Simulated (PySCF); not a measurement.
**Dipole response of As²⁺ (arsenic, charge +2)**

[Ar] 3d10 4s2 4p1, 2P determinant. Computed with PySCF 2.14 in dyall-av3z (24s17p11d2f, 144 functions), with scalar relativity by spin-free X2C-1e. Coupled (time-dependent) response in atomic units; α is the mean over directions.

```tsv
method	mean α (bohr³)	α xx, yy, zz	C₆ (like pair)	S(−4)
PBE0	10.25	10.18, 10.38, 10.18	43.91	36.31
TPSSh	10.36	10.29, 10.49, 10.29	44.87	36.75
```

S(−4) is the Cauchy moment in α(ω) = α(0) + S(−4) ω² + …

Spin-orbit coupling is absent.

α(iu) at TPSSh:

```
u (hartree)  α(iu) (bohr³)
          0          10.36
     0.0500          10.27
      0.100          10.00
      0.200          9.081
      0.300          7.892
      0.500          5.624
      0.750          3.687
       1.00          2.548
       1.50          1.425
       2.00         0.9220
       3.00         0.4900
       5.00         0.2150
```

A single London oscillator, α(iu) = α/(1 + u²/ω²), gives C₆ = (3/4) ω α². Matching the computed C₆ needs ω = 4 × 44.87 / (3 × 10.36²) = 0.557 hartree.

For an ion, C₆ is the dispersion term alone; charge-induced terms of lower order in 1/R come first.

The components differ because the open shell of this determinant is not spherical; for a pure term their mean is the scalar polarisability.
